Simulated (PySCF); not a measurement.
PySCF job for NP, SMILES N#P, PBE-D3(BJ)/def2-TZVPD. Geometry: PBE-D3(BJ)/def2-TZVPD.

```python
import numpy as np
from pyscf import gto, scf, dft, df
from pyscf.hessian import thermo

mol = gto.M(
    atom='''
    N     0.00000000    0.00000000   -1.02213607
    P     0.00000000    0.00000000    0.47699683
    ''',
    basis='def2-TZVPD',
    charge=0,
    spin=0,
    max_memory=1600,
    verbose=3,
)
mf = dft.RKS(mol, xc='pbe').density_fit(auxbasis='def2-universal-jkfit')
mf.disp = 'd3bj'
mf.grids.level = 3
mf.conv_tol = 1e-11
mf.max_cycle = 100
mf.kernel()

# [left out here: the lines that compute and print the analytic Hessian (its translational invariance restored by hand, since the grid's response is missing), thermochemistry and intensities]
```

Output:

```
converged SCF energy = -395.885049481923

WARN: DFTD3 does not support analytical Hessian, using finite difference


WARN: Mole.unit (angstrom) is changed to Bohr

Mode                                 0
Irrep
Freq [cm^-1]                     1340.8271
Reduced mass [au]                  16.8877
Force const [Dyne/A]               17.8882
Char temp [K]                    1929.1517
Normal mode                   x     y     z
       0   N                 0.00 -0.00  0.22
       1   P                 0.00  0.00 -0.10
temperature 298.1500 [K]
pressure 101325.00 [Pa]
Rotational constants [GHz] inf 23.31442 23.31442
Symmetry number 1
Zero-point energy (ZPE) 0.00305 [Eh]   8019.927 [J/mol]
                           tot       elec      trans        rot        vib
Entropy [J/mol/K]       211.065      0.000    156.216     54.753      0.096
Cv [J/mol/K]             21.327      0.000     12.472      8.314      0.541
Cp [J/mol/K]             29.641      0.000     20.786      8.314      0.541
Internal energy [J/mol]                      3718.434   2478.956   8044.805
Internal energy [Eh]   -395.87962  -395.88505
Enthalpy [J/mol]                             6197.391   2478.956   8044.805
Enthalpy [Eh]          -395.87868
Gibbs free energy [J/mol]                  -40378.411 -13845.556   8016.085
Gibbs free energy [Eh] -395.90265
mode   freq/cm-1   IR/(km/mol)
   1     1340.83         1.696
max |gradient| / (hartree/bohr): 1.2038672979984962e-05
APT charges: [-0.2063  0.2063]
```

The calculation finished and met its thresholds.
